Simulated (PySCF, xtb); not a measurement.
HOSi, SMILES [OH+]=[Si] (connectivity only; charge and spin as stated), charge +1, multiplicity 1.

Harmonic wavenumbers (cm⁻¹) from GFN2-xTB run with xtb at its own minimum, in rising order: 498, 498, 1246, 3376.

### Question
What does r2SCAN-D4/def2-TZVPD run with PySCF give at its own minimum? (Estimate from the structure and the level; the computed values follow.)

### Answer
371, 371, 1128, 3782. Paired by order, the mean absolute difference is 194 cm⁻¹ and the zero-point energies are 8.0 and 8.1 kcal/mol.
